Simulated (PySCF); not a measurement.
C$_{4}$H$_{3}$O (SMILES [c]1ccoc1), doublet (typed; the unrestricted solution is spin-contaminated), geometry from GFN2-xTB; CCSD(T)/STO-3G (PySCF).

Here is a job for PySCF.
```python
from pyscf import gto, scf, cc

mol = gto.Mole()
mol.atom = '''
    O     0.003210    0.037124    1.100777
    C    -0.004705    1.132784    0.306132
    C     0.006077   -1.038904    0.290733
    C    -0.006685    0.732466   -0.983357
    C     0.000199   -0.672687   -1.022982
    H    -0.008057    2.094604    0.774367
    H     0.012330   -2.003975    0.757835
    H     0.000727   -1.309578   -1.881567
'''
mol.basis = 'sto-3g'
mol.charge = 0
mol.spin = 1
mol.verbose = 4
mol.build()

mf = scf.UHF(mol)
mf.kernel()

mycc = cc.CCSD(mf)
mycc.kernel()
et = mycc.ccsd_t()
print('E(CCSD(T)) = %.10f' % (mycc.e_tot + et))
```

The log (banner, timings and long lists left out):

```
PySCF version 2.14.0

[INPUT] verbose = 4
[INPUT] num. atoms = 8
[INPUT] num. electrons = 35
[INPUT] charge = 0
[INPUT] spin (= nelec alpha-beta = 2S) = 1
[INPUT] symmetry False subgroup None
[INPUT] Mole.unit = angstrom
[INPUT] Symbol           X                Y                Z      unit          X                Y                Z       unit  Magmom
[INPUT]  1 O      0.003210000000   0.037124000000   1.100777000000 AA    0.006066020860   0.070154192648   2.080167054220 Bohr   0.0
[INPUT]  2 C     -0.004705000000   1.132784000000   0.306132000000 AA   -0.008891161416   2.140651518289   0.578505637965 Bohr   0.0
[INPUT]  3 C      0.006077000000  -1.038904000000   0.290733000000 AA    0.011483865659  -1.963244029715   0.549405745373 Bohr   0.0
[INPUT]  4 C     -0.006685000000   0.732466000000  -0.983357000000 AA   -0.012632819143   1.384160135556  -1.858275412674 Bohr   0.0
[INPUT]  5 C      0.000199000000  -0.672687000000  -1.022982000000 AA    0.000376055499  -1.271194197555  -1.933155810360 Bohr   0.0
[INPUT]  6 H     -0.008057000000   2.094604000000   0.774367000000 AA   -0.015225523386   3.958227899418   1.463341549901 Bohr   0.0
[INPUT]  7 H      0.012330000000  -2.003975000000   0.757835000000 AA    0.023300323116  -3.786963910475   1.432100597610 Bohr   0.0
[INPUT]  8 H      0.000727000000  -1.309578000000  -1.881567000000 AA    0.001373830893  -2.474743758756  -3.555646315020 Bohr   0.0

nuclear repulsion = 153.517591403733
number of shells = 18
number of NR pGTOs = 84
number of NR cGTOs = 28
basis = sto-3g
ecp = {}

******** <class 'pyscf.scf.uhf.UHF'> ********
method = UHF
initial guess = minao
damping factor = 0
level_shift factor = 0
DIIS = <class 'pyscf.scf.diis.CDIIS'>
diis_start_cycle = 1
diis_space = 8
diis_damp = 0
SCF conv_tol = 1e-09
SCF conv_tol_grad = None
SCF max_cycles = 50
direct_scf = True
direct_scf_tol = 1e-13
number electrons alpha = 18  beta = 17
Set gradient conv threshold to 3.16228e-05
init E= -226.771374184553

cycle= 1 E= -225.009937683946  delta_E= 1.76  |g|= 0.274  |ddm|= 2.92
cycle= 2 E= -225.073029759692  delta_E= -0.0631  |g|= 0.105  |ddm|= 0.48
cycle= 3 E= -225.081915434808  delta_E= -0.00889  |g|= 0.039  |ddm|= 0.157
cycle= 4 E= -225.084517692223  delta_E= -0.0026  |g|= 0.019  |ddm|= 0.0927
cycle= 5 E= -225.08557259568  delta_E= -0.00105  |g|= 0.0169  |ddm|= 0.0517
cycle= 6 E= -225.0865791189  delta_E= -0.00101  |g|= 0.0162  |ddm|= 0.0512
cycle= 7 E= -225.087291505557  delta_E= -0.000712  |g|= 0.0164  |ddm|= 0.0362
cycle= 8 E= -225.086317506823  delta_E= 0.000974  |g|= 0.0159  |ddm|= 0.0503
cycle= 9 E= -225.083301263775  delta_E= 0.00302  |g|= 0.0129  |ddm|= 0.186
cycle= 10 E= -225.080434572534  delta_E= 0.00287  |g|= 0.00997  |ddm|= 0.286
cycle= 11 E= -225.077890640589  delta_E= 0.00254  |g|= 0.0122  |ddm|= 0.288
cycle= 12 E= -225.080477184234  delta_E= -0.00259  |g|= 0.00803  |ddm|= 0.283
cycle= 13 E= -225.079430084005  delta_E= 0.00105  |g|= 0.0107  |ddm|= 0.122
cycle= 14 E= -225.081278865034  delta_E= -0.00185  |g|= 0.0113  |ddm|= 0.211
cycle= 15 E= -225.078605577741  delta_E= 0.00267  |g|= 0.012  |ddm|= 0.306
cycle= 16 E= -225.080562170736  delta_E= -0.00196  |g|= 0.00825  |ddm|= 0.22
cycle= 17 E= -225.081446334233  delta_E= -0.000884  |g|= 0.00918  |ddm|= 0.0958
cycle= 18 E= -225.080946471732  delta_E= 0.0005  |g|= 0.00867  |ddm|= 0.0535
cycle= 19 E= -225.081481754845  delta_E= -0.000535  |g|= 0.00943  |ddm|= 0.0562
cycle= 20 E= -225.077510572137  delta_E= 0.00397  |g|= 0.0125  |ddm|= 0.418
cycle= 21 E= -225.079657668713  delta_E= -0.00215  |g|= 0.00861  |ddm|= 0.218
cycle= 22 E= -225.079429221001  delta_E= 0.000228  |g|= 0.00864  |ddm|= 0.0311
cycle= 23 E= -225.077895470232  delta_E= 0.00153  |g|= 0.0112  |ddm|= 0.162
cycle= 24 E= -225.078881898621  delta_E= -0.000986  |g|= 0.00925  |ddm|= 0.0993
cycle= 25 E= -225.078890153512  delta_E= -8.25e-06  |g|= 0.00924  |ddm|= 0.00093
cycle= 26 E= -225.078597996505  delta_E= 0.000292  |g|= 0.00978  |ddm|= 0.0313
cycle= 27 E= -225.079791162331  delta_E= -0.00119  |g|= 0.00825  |ddm|= 0.135
cycle= 28 E= -225.083470163745  delta_E= -0.00368  |g|= 0.013  |ddm|= 0.365
cycle= 29 E= -225.079670219561  delta_E= 0.0038  |g|= 0.00917  |ddm|= 0.377
cycle= 30 E= -225.080133889614  delta_E= -0.000464  |g|= 0.00916  |ddm|= 0.056
cycle= 31 E= -225.079944950993  delta_E= 0.000189  |g|= 0.00905  |ddm|= 0.0232
cycle= 32 E= -225.080102142848  delta_E= -0.000157  |g|= 0.00908  |ddm|= 0.0189
cycle= 33 E= -225.07934918477  delta_E= 0.000753  |g|= 0.00937  |ddm|= 0.0891
cycle= 34 E= -225.079521395279  delta_E= -0.000172  |g|= 0.00933  |ddm|= 0.0201
cycle= 35 E= -225.078149652757  delta_E= 0.00137  |g|= 0.0118  |ddm|= 0.146
cycle= 36 E= -225.078891626672  delta_E= -0.000742  |g|= 0.01  |ddm|= 0.0743
cycle= 37 E= -225.083407248523  delta_E= -0.00452  |g|= 0.0126  |ddm|= 0.461
cycle= 38 E= -225.079699422295  delta_E= 0.00371  |g|= 0.00903  |ddm|= 0.369
cycle= 39 E= -225.080164273324  delta_E= -0.000465  |g|= 0.00926  |ddm|= 0.0571
cycle= 40 E= -225.07995810954  delta_E= 0.000206  |g|= 0.0088  |ddm|= 0.0287
cycle= 41 E= -225.079725028763  delta_E= 0.000233  |g|= 0.00885  |ddm|= 0.0274
cycle= 42 E= -225.079574445688  delta_E= 0.000151  |g|= 0.00891  |ddm|= 0.0179
cycle= 43 E= -225.079183027451  delta_E= 0.000391  |g|= 0.00947  |ddm|= 0.046
cycle= 44 E= -225.080100103297  delta_E= -0.000917  |g|= 0.00934  |ddm|= 0.112
cycle= 45 E= -225.079170989824  delta_E= 0.000929  |g|= 0.0101  |ddm|= 0.108
cycle= 46 E= -225.083411750423  delta_E= -0.00424  |g|= 0.0123  |ddm|= 0.425
cycle= 47 E= -225.081216171445  delta_E= 0.0022  |g|= 0.0102  |ddm|= 0.194
cycle= 48 E= -225.07986453085  delta_E= 0.00135  |g|= 0.00936  |ddm|= 0.154
cycle= 49 E= -225.079029245483  delta_E= 0.000835  |g|= 0.0102  |ddm|= 0.0945
cycle= 50 E= -225.079059650757  delta_E= -3.04e-05  |g|= 0.00993  |ddm|= 0.00633
SCF not converged.
SCF energy = -225.079059650757 after 50 cycles  <S^2> = 0.95704968  2S+1 = 2.1973163

******** <class 'pyscf.cc.uccsd.UCCSD'> ********
CC2 = 0
CCSD nocc = (np.int64(18), np.int64(17)), nmo = (28, 28)
max_cycle = 50
direct = 0
conv_tol = 1e-07
conv_tol_normt = 1e-06
diis_space = 6
diis_start_cycle = 0
diis_start_energy_diff = 1e+09
Init t2, MP2 energy = -0.250512377727767
Init E_corr(UCCSD) = -0.250642685577265
cycle = 1  E_corr(UCCSD) = -0.282932136608767  dE = -0.032289451  norm(t1,t2) = 0.122367
cycle = 2  E_corr(UCCSD) = -0.29969685268703  dE = -0.0167647161  norm(t1,t2) = 0.0658668
cycle = 3  E_corr(UCCSD) = -0.313778835190689  dE = -0.0140819825  norm(t1,t2) = 0.0469741
cycle = 4  E_corr(UCCSD) = -0.320555174590504  dE = -0.0067763394  norm(t1,t2) = 0.0227975
cycle = 5  E_corr(UCCSD) = -0.319594210489894  dE = 0.000960964101  norm(t1,t2) = 0.0102696
cycle = 6  E_corr(UCCSD) = -0.320039119723007  dE = -0.000444909233  norm(t1,t2) = 0.00329329
cycle = 7  E_corr(UCCSD) = -0.320162256435232  dE = -0.000123136712  norm(t1,t2) = 0.00180675
cycle = 8  E_corr(UCCSD) = -0.320096041756345  dE = 6.62146789e-05  norm(t1,t2) = 0.000890919
cycle = 9  E_corr(UCCSD) = -0.320083637702893  dE = 1.24040535e-05  norm(t1,t2) = 0.000545999
cycle = 10  E_corr(UCCSD) = -0.320109654315419  dE = -2.60166125e-05  norm(t1,t2) = 0.000273064
cycle = 11  E_corr(UCCSD) = -0.320117755772086  dE = -8.10145667e-06  norm(t1,t2) = 0.000127045
cycle = 12  E_corr(UCCSD) = -0.320121499337115  dE = -3.74356503e-06  norm(t1,t2) = 6.66868e-05
cycle = 13  E_corr(UCCSD) = -0.320117017054925  dE = 4.48228219e-06  norm(t1,t2) = 3.34556e-05
cycle = 14  E_corr(UCCSD) = -0.320114699353939  dE = 2.31770099e-06  norm(t1,t2) = 1.65186e-05
cycle = 15  E_corr(UCCSD) = -0.320113660106291  dE = 1.03924765e-06  norm(t1,t2) = 9.11544e-06
cycle = 16  E_corr(UCCSD) = -0.320113907671904  dE = -2.47565613e-07  norm(t1,t2) = 5.0257e-06
cycle = 17  E_corr(UCCSD) = -0.320114393345761  dE = -4.85673857e-07  norm(t1,t2) = 2.89714e-06
cycle = 18  E_corr(UCCSD) = -0.320114522657147  dE = -1.29311386e-07  norm(t1,t2) = 1.74139e-06
cycle = 19  E_corr(UCCSD) = -0.320114510868076  dE = 1.17890717e-08  norm(t1,t2) = 1.04605e-06
cycle = 20  E_corr(UCCSD) = -0.320114435987271  dE = 7.48808051e-08  norm(t1,t2) = 6.19308e-07
UCCSD converged
E(UCCSD) = -225.3991740867441  E_corr = -0.3201144359872707
UCCSD(T) correction = -0.00927581069632294
E(CCSD(T)) = -225.4084498974
```

Convergence was not reached.
